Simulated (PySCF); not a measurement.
**NaAs⁻: one state, many levels of theory**

State: ⁴Σ⁻ (quartet), unpaired electrons σ ↑, π ↑↑. Set-up: PySCF, no relativity, basis sets Na def2-SVPD, As def2-SVPD. De refers to Na + As⁻ in their high-spin ground configurations, without counterpoise correction. The functionals are run spin-unrestricted. A positive dipole points towards As; it is taken about the centre of mass and depends on that origin.

```json
{"Level": "r²SCAN", "Re (Å)": "2.936", "ωe (cm⁻¹)": "170", "De (eV)": "n/a", "μ (D)": "7.21", "CPU s a point (SCF and correlation, without the integrals)": "1"}
{"Level": "r²SCANh", "Re (Å)": "2.930", "ωe (cm⁻¹)": "172", "De (eV)": "n/a", "μ (D)": "7.10", "CPU s a point (SCF and correlation, without the integrals)": "1.2"}
{"Level": "PBE0", "Re (Å)": "2.915", "ωe (cm⁻¹)": "176", "De (eV)": "n/a", "μ (D)": "7.11", "CPU s a point (SCF and correlation, without the integrals)": "1.5"}
{"Level": "LC-ωPBE", "Re (Å)": "2.879", "ωe (cm⁻¹)": "188", "De (eV)": "n/a", "μ (D)": "6.89", "CPU s a point (SCF and correlation, without the integrals)": "1.4"}
```

Spin–orbit coupling is left out. The highest Kohn–Sham level is positive in this anion. Much of that is self-interaction error, but it also means that the finite basis helps to hold the extra electron. The state was picked by a PBE0 search and need not be the measured ground state.

The whole job (state search and all levels along the bond) took about 3.3 min on 1 thread of Oxide Virtual Turin-like (shared host), peak memory 0.81 GiB.
